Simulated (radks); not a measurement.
The numbers below are computed, except where a source is named.
Co10+, configuration [He] 2s2 2p5 3s2 3p6 (not the ground configuration). Code: a radial shooting solver on a logarithmic mesh with Libxc functionals. Model: non-relativistic Kohn-Sham, TASK exchange with Perdew-Wang LDA correlation, spin-unpolarised, spherical densities, point nucleus; meta-GGA in the generalised Kohn-Sham scheme.

Radial electron density D(r) = 4 pi r^2 rho(r):

r (bohr),D(r) (e/bohr)
0.005016,3.243
0.005701,4.037
0.006479,5.001
0.007306,6.080
0.008303,7.443
0.009362,8.937
0.01064,10.78
0.012,12.73
0.01363,15.06
0.01537,17.44
0.01747,20.13
0.01986,22.89
0.02239,25.43
0.02545,27.93
0.02869,29.92
0.03261,31.49
0.03677,32.30
0.04179,32.36
0.04712,31.65
0.05355,30.20
0.06086,28.32
0.06862,26.53
0.07799,25.06
0.08794,24.50
0.09995,25.06
0.1127,26.66
0.1281,29.13
0.1444,31.51
0.1641,33.18
0.1865,33.09
0.2103,30.97
0.239,26.69
0.2695,21.59
0.3063,16.30
0.3454,12.70
0.3925,11.14
0.4426,11.68
0.503,13.36
0.5717,14.72
0.6446,14.64
0.7326,12.79
0.826,9.848
0.9388,6.393
1.059,3.649
1.203,1.673
1.356,0.6673
1.542,0.2012
1.752,0.04741
1.976,0.009511
2.245,0.001267
2.532,0.0001394

D(r) has 3 maxima, at r = 0.0395, 0.174, 0.605 bohr, and minima at 0.0886, 0.402 bohr, inside which lie 2.16, 9.32 electrons.
